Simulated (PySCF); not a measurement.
One entry of a table of gas-phase calculations, keyed by method. Lists by class give the value and the number of equivalent atoms.

```json
{
 "formula": "CH7Cl2Ga2N",
 "smiles": "C[NH][GaH-]1[Cl+][GaH2-][Cl+]1",
 "charge": 0,
 "multiplicity": 1,
 "geometry_level": "PBE0-D3(BJ)/def2-SVP",
 "atoms_angstrom": [
  ["C", -2.565, 0.0, 0.568],
  ["N", -1.14, -0.165, 0.719],
  ["Ga", 0.005, -0.783, -0.542],
  ["Cl", 1.146, 1.072, -1.643],
  ["Ga", 3.104, 0.656, -0.427],
  ["Cl", 1.993, -1.172, 0.646],
  ["H", -3.119, -0.36, 1.454],
  ["H", -2.875, 1.047, 0.388],
  ["H", -2.931, -0.59, -0.287],
  ["H", -0.749, 0.345, 1.503],
  ["H", -0.23, -1.825, -1.66],
  ["H", 3.22, 1.761, 0.662],
  ["H", 4.135, 0.018, -1.4]
 ],
 "electronic_structure_code": "PySCF",
 "results": {
  "PBE0-D3(BJ)/def2-SVP geometry optimisation, gas phase": {
   "point_group": "C1",
   "rotational_constants_GHz": [1.917, 0.638, 0.548]
  },
  "B3LYP/def2-SVPD ground state, ΔSCF and vertical TDDFT (core frozen in the response)": {
   "dipole_D": 0.89,
   "homo_eV": -6.53,
   "lumo_eV": -0.96,
   "S1_eV": 4.92,
   "strongest_line_of_10_singlets_eV": 5.11,
   "T1_tda_eV": 4.58,
   "polarisability_au": 109.0,
   "vertical_ip_eV": 8.72,
   "r2_bohr2_about_centre_of_nuclear_charge": 1997.6,
   "singlets_eV_and_f": [
    [4.92, 0.018],
    [5.11, 0.061],
    [5.36, 0.019],
    [5.74, 0.001],
    [5.94, 0.003],
    [6.33, 0.017],
    [6.37, 0.002],
    [6.69, 0.0],
    [6.7, 0.007],
    [6.94, 0.001]
   ],
   "triplets_tda_eV": [4.58, 4.83, 5.16, 5.67]
  },
  "CAM-B3LYP/pcSseg-1 ground state and GIAO shieldings, non-relativistic": {
   "shift_vs_computed_TMS_C_by_class_ppm": [
    [33.1, 1]
   ],
   "shift_vs_computed_TMS_H_by_class_ppm": [
    [5.16, 1],
    [5.12, 1],
    [5.02, 1],
    [2.87, 3],
    [0.8, 1]
   ],
   "shielding_other_nuclei_by_class_ppm": [
    ["N", 211.5, 1],
    ["Cl", 898.7, 2],
    ["Ga", 1456.2, 1],
    ["Ga", 1479.6, 1]
   ]
  }
 }
}
```

The ΔSCF ionisation energy exceeds −ε(HOMO) by 2.19 eV with B3LYP. The rotational constants make it an asymmetric top with κ = (2B − A − C)/(A − C) = -0.87, nearer the prolate limit (−1). The 10 singlets span 4.92 to 6.94 eV, and their oscillator strengths add up to 0.13. The principal polarisabilities are 97.1, 98.6 and 131.3 au; their mean is the isotropic value.

 Relativistic effects, spin–orbit coupling among them, are left out although an element past zinc is present. Atoms bound to Ga lack the heavy atom's spin–orbit term in their shielding, so their NMR values are less reliable. NMR classes are plain means over equivalent atoms (diastereotopic ones count apart unless rotation or inversion swaps them), as if these changed places fast; in this geometry the members of some classes differ.

The values belong to the conformer `[CH3:1][NH:2][GaH-:3]1[Cl+:4][GaH2-:5][Cl+:6]1`: C1–N2–Ga3–Cl4 99°.
